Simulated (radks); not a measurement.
Charge is removed step by step from the 4d up level of Tc+, starting from [Kr] 4d(up 5, down 0) 5s1. Method: scalar-relativistic Kohn-Sham, PBE, spin-polarised, spherical densities, finite nucleus; open shells are filled with parallel spins first (spin-orbit coupling, left out, can overturn this in heavy ions); Fermi nuclear charge, rms radius 4.4112 fm; computed with a radial shooting solver on a logarithmic mesh with Libxc functionals.

removed (e),E - E(0) (eV),eigenvalue (eV),E minus straight line (eV)
0,0.000,-15.323,0.000
0.25,4.175,-18.090,-1.080
0.5,9.053,-20.958,-1.457
0.75,14.661,-23.919,-1.104
1,21.020,-26.969,0.000

Removing the whole electron costs 21.020 eV by Delta-SCF, against 15.323 eV from minus the eigenvalue at the starting occupation. Slater's transition state (half an electron removed) gives 20.958 eV. Integrating minus the eigenvalue over the occupation (Janak's theorem) gives 21.021 eV. In this scalar-relativistic scheme the density is built from large components alone, so the theorem holds only approximately. The mean slope of the eigenvalue, de/dn, is 11.6 eV per electron.
